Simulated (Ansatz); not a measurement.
Species, as SMILES: N#P (N-P).
Atoms: N1, P2. Bonds: N1-P2.

Basis-set convergence of the optimised N1-P2 bond length at PBE with Ansatz (a quantum-chemistry and plane-wave program). Cartesian d functions, on some or all atoms, in 6-311G**, 6-311+G**; all else is spherical. The program fits the integrals of some runs and decomposes those of others, by size. No added dispersion term, no relativity. Reference: the value in pcseg-4, 1.4968 Å, itself unsure by roughly 0.0001 Å (its mean distance from aug-pcseg-3, aug-cc-pV(Q+d)Z, cc-pV(5+d)Z). Deviations are taken from unrounded values.

| basis | functions | optimised N1-P2 bond length (Å) |
|---|---|---|
| def2-SVP | 32 | 1.5101 |
| def2-SVPD | 44 | 1.5090 |
| pcseg-1 | 32 | 1.5109 |
| aug-pcseg-1 | 50 | 1.5104 |
| cc-pV(D+d)Z | 37 | 1.5088 |
| aug-cc-pV(D+d)Z | 55 | 1.5085 |
| 6-311G** | 45 | 1.5067 |
| 6-311+G** | 53 | 1.5056 |
| pcseg-2 | 64 | 1.5001 |
| aug-pcseg-2 | 96 | 1.4998 |
| def2-TZVP | 68 | 1.5000 |
| def2-TZVPD | 80 | 1.4991 |
| cc-pV(T+d)Z | 69 | 1.4994 |
| aug-cc-pV(T+d)Z | 101 | 1.4994 |
| def2-TZVPP | 73 | 1.4997 |
| def2-TZVPPD | 85 | 1.4989 |
| cc-pV(Q+d)Z | 119 | 1.4970 |
| aug-cc-pV(Q+d)Z | 169 | 1.4970 |
| pcseg-3 | 124 | 1.4972 |
| aug-pcseg-3 | 174 | 1.4970 |
| def2-QZVPP | 127 | 1.4974 |
| def2-QZVPPD | 139 | 1.4974 |

What the diffuse functions change, pair by pair:
- def2-SVP to def2-SVPD: 12 more functions, deviation 0.0133 to 0.0121 Å
- pcseg-1 to aug-pcseg-1: 18 more functions, deviation 0.0140 to 0.0136 Å
- cc-pV(D+d)Z to aug-cc-pV(D+d)Z: 18 more functions, deviation 0.0120 to 0.0117 Å
- 6-311G** to 6-311+G**: 8 more functions, deviation 0.0098 to 0.0088 Å
- pcseg-2 to aug-pcseg-2: 32 more functions, deviation 0.0033 to 0.0029 Å
- def2-TZVP to def2-TZVPD: 12 more functions, deviation 0.0031 to 0.0023 Å
- cc-pV(T+d)Z to aug-cc-pV(T+d)Z: 32 more functions, deviation 0.0026 to 0.0026 Å
- def2-TZVPP to def2-TZVPPD: 12 more functions, deviation 0.0029 to 0.0021 Å
- cc-pV(Q+d)Z to aug-cc-pV(Q+d)Z: 50 more functions, deviation 0.0002 to 0.0001 Å
- pcseg-3 to aug-pcseg-3: 50 more functions, deviation 0.0003 to 0.0002 Å
- def2-QZVPP to def2-QZVPPD: 12 more functions, deviation 0.0006 to 0.0006 Å

They bring the value nearer the reference by more than 0.0001 Å in 7 of 11 pairs.
